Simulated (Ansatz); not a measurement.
A nudged elastic band was laid between two geometries of C₃H₈O₂Si (14 atoms, charge 0, multiplicity 1).

Level of theory: RKS PBE0-D4/6-31G (Ansatz).

- movable images: 5
- climbing image: yes
- spring: 5.0 eV/Å²
- optimiser: quadratic models (default)
- start path: through a guess of the saddle point
- force threshold: 0.05 eV/Å
- iteration limit: 52
- end points: relaxed

First end point:

```xyz
14
Properties=species:S:1:pos:R:3
C -2.296 0.097 -0.169
C -0.968 0.236 -0.150
C -0.229 1.436 0.358
O -0.183 -0.799 -0.651
Si 1.522 -1.043 -0.589
O 2.107 -1.203 1.015
H -2.940 0.885 0.201
H -2.752 -0.804 -0.556
H -0.924 2.182 0.749
H 0.357 1.906 -0.442
H 0.469 1.161 1.159
H 2.276 0.134 -1.117
H 1.687 -2.293 -1.391
H 1.862 -1.925 1.611
```

Last end point:

```xyz
14
Properties=species:S:1:pos:R:3
C -1.891 -0.118 0.350
C -0.750 0.402 -0.123
C -0.425 1.865 -0.124
O 0.196 -0.427 -0.696
Si 2.005 -0.299 -0.581
O 1.699 -2.014 0.537
H -2.665 0.516 0.764
H -2.083 -1.184 0.295
H -1.232 2.450 0.322
H -0.264 2.217 -1.150
H 0.500 2.063 0.432
H 1.928 -2.083 1.476
H 2.211 -1.212 -1.813
H 0.758 -2.206 0.336
```

Which bonds break or form, and what moves?

Bonds broken: Si5–H12. Bonds formed: O6–H12.

What energy profile does the band end with?

The run converged. The highest image is number 4 of 0 to 6, 2.82 eV above the first end and 1.45 eV above the last; the last end lies 1.37 eV above the first. Neighbouring images differ by up to 2.6 eV, so the band resolves the path poorly. A vibrational analysis at the climbing image gives one clearly imaginary mode, 1424i cm⁻¹, and a faint second one (21i cm⁻¹) that may be numerical noise or a soft torsion: probably a first-order saddle point. The orbitals stay closed-shell, which can raise the energy where a bond breaks towards radicals; this wasn't checked here. Limits of this set-up: no polarisation functions.

```
image  path coordinate (Å)  energy (eV)  Si5–H12 (Å)  O6–H12 (Å)
    0                 0.00         0.00         1.49        2.52
    1                 1.10         0.01         1.49        2.52
    2                 2.20         0.04         1.49        2.52
    3                 3.30         0.18         1.50        2.48
    4                 4.40         2.82         1.67        1.33
    5                 5.79         1.38         2.72        0.97
    6                 7.18         1.37         2.72        0.97
```

What is the geometry of the highest image?


```xyz
14
Properties=species:S:1:pos:R:3:forces:R:3
C -2.071 -0.058 0.147 0.00 0.01 -0.02
C -0.859 0.369 -0.219 -0.02 0.01 0.00
C -0.307 1.737 0.033 0.01 0.00 0.01
O -0.033 -0.486 -0.943 0.03 -0.02 0.00
Si 1.673 -0.787 -0.748 -0.02 0.01 0.00
O 1.850 -1.965 0.771 -0.03 -0.02 0.02
H -2.757 0.599 0.667 0.00 0.00 0.00
H -2.403 -1.058 -0.099 0.00 -0.01 0.01
H -1.032 2.361 0.560 0.00 0.00 0.00
H -0.051 2.225 -0.915 0.00 0.00 0.00
H 0.611 1.697 0.633 0.00 0.00 0.00
H 2.330 -0.724 0.789 0.01 0.01 -0.01
H 1.904 -1.620 -1.985 0.00 0.00 0.00
H 1.133 -2.320 1.337 0.02 0.00 -0.02
```

The band took 24 iterations and of the order of 11 core-minutes.

Run time: 11 min on 1 thread of Arm Neoverse V1 (shared host), peak memory 0.19 GiB.
